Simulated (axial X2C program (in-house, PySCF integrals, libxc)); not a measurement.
**KTe: cheaper levels and CCSD(T), two-component**

All values were computed with an in-house all-electron X2C program for linear molecules (integrals from PySCF). Two-component (2c) means X2C with spin–orbit coupling and atomic mean-field two-electron Coulomb and Gaunt terms. Basis: Te dyall-cv3z [11s12p8d4f1g], K dyall-cv3z [11s12p6d3f] (cores contracted in-house); Gaussian nuclei, density fitting, unrestricted open shells. Masses: Te 129.906 u, K 38.964 u.

State: Ω = 3/2 (⟨Sz⟩ = 0.50, ⟨Lz⟩ = 1.00 at HF); fragments Te + K.

```csv
level,Re (Å),ωe (cm⁻¹),De (eV)
PBE0,3.160,167.8,2.20
HF,3.254,161.6,n/a
MP2,3.171,171.1,1.98
CCSD,3.188,169.2,1.99
TPSS,3.176,162.8,2.36
```

Correlated methods: 15 electrons correlated (number of frozen shells: Te 4 s, 3 p, 2 d; K 2 s, 1 p), 287 virtual spin orbitals or spinors in MP2, 90 natural virtuals in coupled cluster.

CCSD(T), same Hamiltonian and basis:

Re = 3.183 Å, ωe = 169.5 cm⁻¹, De = 2.00 eV; T1 = 0.006 (Lee–Taylor normalisation).

Problem. Give the differences from CCSD(T) in the columns below.

Solution. 

```
level  ΔRe (Å)  Δωe (cm⁻¹)  ΔDe (eV)
 PBE0   -0.023        -1.7      0.20
   HF    0.071        -7.9       n/a
  MP2   -0.012         1.6     -0.02
 CCSD    0.005        -0.3     -0.01
 TPSS   -0.007        -6.7      0.36
```

Occupations by symmetry block were frozen at the best pattern of an incomplete PBE0 search. Dissociation energies refer to the lowest single-determinant-based atoms at the same level and basis. De is not given where an atomic determinant may have missed its ground term or J level, or where the truncated virtual space spoils (T). Density functionals use the spin component along the axis (collinear). Coupled cluster ran in a truncated set of natural virtual spinors; the MP2 energy of the rest was added. (T) has no such correction and the atoms are truncated less, which lowers De at CCSD(T) by a hundredth of an eV or more. Other states lie close and PBE0, whose exact exchange favours high spin, may order them wrongly; the determinant shown need not be the ground state. The nearest other 2c determinant of the search, Ω = 1/2, lies 0.25 eV up at the distance of the search. The functionals have no current-density term, which raises determinants with orbital currents, atoms included. With the outer-core shells frozen, correlated bond lengths of heavy atoms tend to come out a few hundredths of an ångström too long.
